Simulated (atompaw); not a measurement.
**Plane-wave convergence, PAW (atompaw) potential for Tl**

Tl (Z = 81), PAW, made with atompaw 4.2.0.5 (PBEsol, scalar-relativistic). Core [Xe] 4f14 5d10, reference 6s2 6p1. Waves: 6s (bound): rc 2.50 bohr; 6s channel at -0.3 Ry: rc 2.50 bohr; 6p (bound): rc 2.60 bohr; 6p channel at 0.95 Ry: rc 2.60 bohr. Local part: bessel scheme, radius 2.40 bohr. Core correction: smooth core density matched at 1.75 bohr. Augmentation charge: besselshape compensation charge, radius 2.10 bohr; PAW radius 2.60 bohr; waves and projectors: custom rrkj vanderbiltortho.

The pseudo-atom Hamiltonian at the reference potential is diagonalised in spherical Bessel functions j_l(qr) that vanish at 20 bohr, with q² up to the cutoff. All-electron valence levels (Ry): 6s -0.7053, 6p -0.1735.

**Question.** How do the lowest levels (Ry) of each channel move with the cutoff, and are there ghosts?

**Answer.**

```json
{"cutoff (Ry)": "8", "s #1": "-0.7052", "p #1": "-0.1735", "p #2": "0.0260", "d #1": "0.0412", "f #1": "0.0990", "Σ f·Δε (mRy)": "0.3"}
{"cutoff (Ry)": "10", "s #1": "-0.7053", "p #1": "-0.1735", "p #2": "0.0260", "d #1": "0.0412", "f #1": "0.0990", "Σ f·Δε (mRy)": "0.2"}
{"cutoff (Ry)": "400", "s #1": "-0.7054", "p #1": "-0.1736", "p #2": "0.0260", "d #1": "0.0412", "f #1": "0.0990", "Σ f·Δε (mRy)": "0.0"}
```

Result: no extra level below or beside the all-electron valence levels (s, p, d, f tested); 10 mRy is reached at 6 Ry and 1 mRy at 6 Ry.
